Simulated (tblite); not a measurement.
Parent: `[CH2:1]=[C:2]1[CH2:3][SiH2:4]1`, C3H6Si.

Structures optimised with GFN2-xTB, isolated species. One conformer each, not checked by frequencies here.

```csv
coordinate of the parent,value
C1=C2,1.314 Å
C2–C3,1.506 Å
C3–Si4,1.900 Å
C2–Si4,1.857 Å
C1–C2–C3,137.4°
C1–C2–Si4,154.7°
C3–C2–Si4,67.9°
C2–C3–Si4,64.9°
C2–Si4–C3,47.2°
```

Problem. How does the shared frame change in `[CH2:1]=[C:2]1[SiH2:3][C@H:4]1[n:5]1[cH:6][cH:7][cH:8][cH:9]1` with Si3–C4–N5–C6 46°, C7H9NSi? Atoms pair as C1 = C1, C2 = C2, C3 = C4, Si4 = Si3 (parent first).

Solution. 
```
   parent   relative  value in the relative  change
    C1=C2      C1=C2                1.315 Å  +0.001
    C2–C3      C2–C4                1.508 Å  +0.002
   C3–Si4     C4–Si3                1.928 Å  +0.028
   C2–Si4     C2–Si3                1.858 Å  +0.001
 C1–C2–C3   C1–C2–C4                 135.7°    -1.7
C1–C2–Si4  C1–C2–Si3                 154.1°    -0.6
C3–C2–Si4  C4–C2–Si3                  69.0°    +1.1
C2–C3–Si4  C2–C4–Si3                  64.1°    -0.8
C2–Si4–C3  C2–Si3–C4                  46.9°    -0.3
```

Of the parent's bonds, C3–Si4 changes most (+0.028 Å). Bonds of the relative outside the shared frame: C4–N5 1.419, N5–C6 1.358, C6–C7 1.370, C7–C8 1.407, C8–C9 1.370, N5–C9 1.358 Å. Point group Cs → C1.

Problem. How does the shared frame change in `[CH2:1]=[C:2]1[SiH2:3][C@H:4]1[C:5]([Cl:6])([Cl:7])[Cl:8]`, C4H5Cl3Si? Atoms pair as C1 = C1, C2 = C2, C3 = C4, Si4 = Si3 (parent first).

Solution. 
```json
{"parent": "C1=C2", "relative": "C1=C2", "value in the relative": "1.314 Å", "change": "0.000"}
{"parent": "C2–C3", "relative": "C2–C4", "value in the relative": "1.513 Å", "change": "+0.007"}
{"parent": "C3–Si4", "relative": "C4–Si3", "value in the relative": "1.925 Å", "change": "+0.025"}
{"parent": "C2–Si4", "relative": "C2–Si3", "value in the relative": "1.855 Å", "change": "-0.002"}
{"parent": "C1–C2–C3", "relative": "C1–C2–C4", "value in the relative": "135.7°", "change": "-1.7"}
{"parent": "C1–C2–Si4", "relative": "C1–C2–Si3", "value in the relative": "155.1°", "change": "+0.4"}
{"parent": "C3–C2–Si4", "relative": "C4–C2–Si3", "value in the relative": "68.9°", "change": "+1.0"}
{"parent": "C2–C3–Si4", "relative": "C2–C4–Si3", "value in the relative": "64.0°", "change": "-0.9"}
{"parent": "C2–Si4–C3", "relative": "C2–Si3–C4", "value in the relative": "47.1°", "change": "-0.1"}
```

Of the parent's bonds, C3–Si4 changes most (+0.025 Å). Bonds of the relative outside the shared frame: C4–C5 1.479, C5–Cl6 1.804, C5–Cl7 1.788, C5–Cl8 1.772 Å. Point group Cs → C1.

Problem. How does the shared frame change in `[CH2:1]=[C:2]1[SiH2:3][C@@H:4]1[CH2:5][F:6]` with Si3–C4–C5–F6 75°, C4H7FSi? Atoms pair as C1 = C1, C2 = C2, C3 = C4, Si4 = Si3 (parent first).

Solution. 
```json
{"parent": "C1=C2", "relative": "C1=C2", "value in the relative": "1.314 Å", "change": "0.000"}
{"parent": "C2–C3", "relative": "C2–C4", "value in the relative": "1.509 Å", "change": "+0.003"}
{"parent": "C3–Si4", "relative": "C4–Si3", "value in the relative": "1.912 Å", "change": "+0.012"}
{"parent": "C2–Si4", "relative": "C2–Si3", "value in the relative": "1.858 Å", "change": "+0.001"}
{"parent": "C1–C2–C3", "relative": "C1–C2–C4", "value in the relative": "136.1°", "change": "-1.3"}
{"parent": "C1–C2–Si4", "relative": "C1–C2–Si3", "value in the relative": "155.1°", "change": "+0.4"}
{"parent": "C3–C2–Si4", "relative": "C4–C2–Si3", "value in the relative": "68.3°", "change": "+0.4"}
{"parent": "C2–C3–Si4", "relative": "C2–C4–Si3", "value in the relative": "64.6°", "change": "-0.3"}
{"parent": "C2–Si4–C3", "relative": "C2–Si3–C4", "value in the relative": "47.2°", "change": "0.0"}
```

Of the parent's bonds, C3–Si4 changes most (+0.012 Å). Bonds of the relative outside the shared frame: C4–C5 1.504, C5–F6 1.382 Å. Point group Cs → C1.

Problem. How does the shared frame change in `[CH2:1]=[C:2]1[SiH2:3][C@H:4]1[CH:5]=[O:6]` with Si3–C4–C5–O6 -123°, C4H6OSi? Atoms pair as C1 = C1, C2 = C2, C3 = C4, Si4 = Si3 (parent first).

Solution. 
```tsv
parent	relative	value in the relative	change
C1=C2	C1=C2	1.315 Å	+0.001
C2–C3	C2–C4	1.505 Å	-0.001
C3–Si4	C4–Si3	1.955 Å	+0.055
C2–Si4	C2–Si3	1.846 Å	-0.011
C1–C2–C3	C1–C2–C4	135.1°	-2.3
C1–C2–Si4	C1–C2–Si3	154.3°	-0.4
C3–C2–Si4	C4–C2–Si3	70.5°	+2.6
C2–C3–Si4	C2–C4–Si3	62.9°	-2.0
C2–Si4–C3	C2–Si3–C4	46.5°	-0.7
```

Of the parent's bonds, C3–Si4 changes most (+0.055 Å). Bonds of the relative outside the shared frame: C4–C5 1.446, C5=O6 1.210 Å. Point group Cs → C1.

These are computed values.
